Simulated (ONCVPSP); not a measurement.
**Transferability test, ONCV potential for fluorine (F)**

```
Element                 : fluorine
Generator               : ONCVPSP 4.0.1
Type                    : optimised norm-conserving Vanderbilt (ONCV)
Functional              : PW91
Relativity              : scalar-relativistic
Frozen core             : none
Valence charge          : 9
Reference configuration : 1s2 2s2 2p5
Partial waves           : 1s+2s: rc 0.40 bohr, ncon 4, nbas 7, qcut 27.4 1/bohr, 2 projectors; 2p: rc 1.85 bohr, ncon 4, nbas 7, qcut 6.3 1/bohr, 2 projectors, debl 1 Ha
Local potential         : polynomial inside 0.35 bohr (lpopt 5, dvloc0 3 Ha)
Core correction         : none
```

Energies are relative to the spin-unpolarised reference configuration 1s2 2s2 2p5; without spin polarisation the order of configurations can differ from experiment.

(1) Give the all-electron excitation energy and the error of the potential for: 1s2 2s2 2p4; 1s2 2s2 2p3; 1s2 2s2 2p2; 1s2 2s1 2p6.

Levels in the configuration 1s2 2s2 2p4:

```tsv
level	all-electron (eV)	pseudo (eV)
1s	-684.608	-683.122
2s	-47.451	-47.305
2p	-28.424	-27.945
```

Note: no bound ghost flagged; GHOST(+) flagged for p at 74.1 eV.

Answers

(1)

| valence configuration | charge | ΔE all-electron (eV) | error AE − PS (meV) |
| --- | --- | --- | --- |
| 1s2 2s2 2p4 | +1 | 19.493 | +183 |
| 1s2 2s2 2p3 | +2 | 58.004 | +1230 |
| 1s2 2s2 2p2 | +3 | 118.791 | +4082 |
| 1s2 2s1 2p6 | 0 | 18.769 | -61 |
